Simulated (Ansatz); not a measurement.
Ideal-gas functions of `O/C(Cl)=N/[SiH3]` at 800 K and 1 bar, from an Ansatz frequency run at PBE0-D4/def2-TZVP.

Molar mass 109.59 g/mol, point group Cs (symmetry number 1), electronic degeneracy 1, moments of inertia 98.59, 239.511, 332.164 u Å². Harmonic wavenumbers (cm⁻¹, unscaled): 39, 116, 163, 414, 462, 547, 577, 678, 705, 720, 851, 938, 952, 955, 1204, 1340, 1799, 2226, 2229, 2254, 3780.

Use S(trans) = R[1.5 ln M + 2.5 ln T − 1.1517]; rotational temperatures θ = 24.2544 K / I; S(rot) = R[ln(√π/σ · √(T³/θAθBθC)) + 1.5]; for each mode x = 1.438777 ν̃/T, S = R[x/(eˣ − 1) − ln(1 − e⁻ˣ)] and H = RT x/(eˣ − 1); 1 cm⁻¹ = 0.0119627 kJ/mol; R = 8.31446 J/(mol·K).

Task: By hand: the entropy, in J/(mol·K).

Result: Translation 187.9. Rotation: θ = 0.246, 0.1013, 0.073 K, giving 126.8. Vibration, mode by mode: 30.41, 21.36, 18.55, 10.96, 10.09, 8.78, 8.37, 7.16, 6.88, 6.72, 5.54, 4.89, 4.79, 4.77, 3.35, 2.76, 1.44, 0.77, 0.77, 0.74, 0.07, in all 159.2. Electronic 0.0. Sum 473.9 J/(mol·K).

Task: By hand: H − E and G − E in kJ/mol, counted from the electronic energy.

Result: Zero-point energy ½ × 22949 × 0.0119627 = 137.3; thermal vibration 60.7; translation, rotation and pV give 4 RT = 26.6. H − E = 224.6 kJ/mol, and G − E = 224.6 − 800 × 473.9/1000 = -154.5 kJ/mol.

Vibration gives 34 % of the entropy, 51.8 J/(mol·K) of it from the modes under 150 cm⁻¹: soft modes count most, and the harmonic formula is weakest for them. The sum counts one conformer and one mirror image; others add a mixing term.
